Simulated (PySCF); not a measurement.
C4H7AlO, SMILES C=[CH][Al]([CH]=C)[OH] (B3LYP/def2-SVP optimised geometry):

```
13

Al    -0.858    -0.732     0.000
C      1.092    -0.732     0.000
C      1.841     0.302     0.426
H      1.644    -1.628    -0.322
H      2.939     0.270     0.449
H      1.396     1.238     0.783
C     -1.887     0.925     0.000
C     -1.406     2.106    -0.430
H     -2.939     0.923     0.325
H     -2.012     3.022    -0.454
H     -0.376     2.221    -0.790
O     -1.672    -2.196    -0.001
H     -2.139    -3.022    -0.001
```

Computed with PySCF with B3LYP/def2-TZVP.

Problem. What are the frontier orbital energies and the dipole moment?

Solution. HOMO-2 -7.62 eV, HOMO-1 -7.48 eV, HOMO -7.34 eV, LUMO -1.22 eV, LUMO+1 -0.41 eV; dipole moment 0.54 D.

Meta-Löwdin charges at B3LYP/def2-TZVP: Al1 0.97, C2 -0.40, C3 -0.20, H4 0.11, H5 0.11, H6 0.11, C7 -0.40, C8 -0.20, H9 0.11, H10 0.11, H11 0.11, O12 -0.79, H13 0.36.
